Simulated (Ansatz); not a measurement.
`[SeH]C1=NC1` + `C1=NCC1` → `[SeH]C1CC=N1` + `C1=NC1` at 500 K and 1 bar (formal exchange of groups at the Se–C bond).

Isolated molecules relaxed with PBE0-D4/def2-TZVP in Ansatz; ΔE leaves out vibrations. CBS: MP2 limit from def2 TZ/QZ plus the TZ coupled-cluster correction, frozen cores. For Se outer-core shells are correlated without core-valence functions, which leaves a few kJ/mol of doubt a bond. Scalar relativity is left out up to krypton. Each species was taken in one conformer, which may not be the lowest.

```tsv
species	CCSD(T)/CBS energy (Eh)	H − E (kJ/mol)	S (J/(mol·K))
`[SeH]C1=NC1`	-2533.22636	147.7	342.3
`C1=NCC1`	-171.80304	225.8	305.2
`[SeH]C1CC=N1`	-2572.50448	230.9	374.7
`C1=NC1`	-132.51911	141.1	274.3
```

H − E and S are ideal-gas, rigid-rotor, harmonic terms from PBE0-D4/def2-TZVP, for one conformer and one mirror image of each species. 1 Eh = 2625.50 kJ/mol, R = 8.31446 J/(mol·K).

**Question.** By hand: ΔE, ΔH, ΔS and ΔG.

**Answer.** ΔE = (-2572.50448) + (-132.51911) − (-2533.22636) − (-171.80304) = 0.00581 Eh = 15.3 kJ/mol. Δ(H − E) = 230.9 + 141.1 − 147.7 − 225.8 = -1.5, so ΔH = 13.8 kJ/mol. ΔS = 374.7 + 274.3 − 342.3 − 305.2 = 1.5 J/(mol·K). ΔG = 13.8 − 500 × (1.5)/1000 = 13.1 kJ/mol.

**Question.** By hand: the equilibrium constant, and the temperature at which ΔG would vanish if ΔH and ΔS stayed fixed.

**Answer.** log₁₀ K = −ΔG/(RT ln 10) = -1.4. ΔG = 0 at ΔH/ΔS = 9200 K, far beyond where these terms or the molecules hold.

The number of gas molecules stays the same, so ΔS is small and ΔH decides. A doubt of 5 kJ/mol in ΔE shifts log₁₀ K by 0.5 here. Other conformers and mirror images would add mixing entropy, several J/(mol·K) or more a flexible species. These are equilibria of isolated gas molecules and say nothing of rates. Largest T1 diagnostic: 0.012 (customary marks: 0.02 for closed shells, 0.045 for open ones).
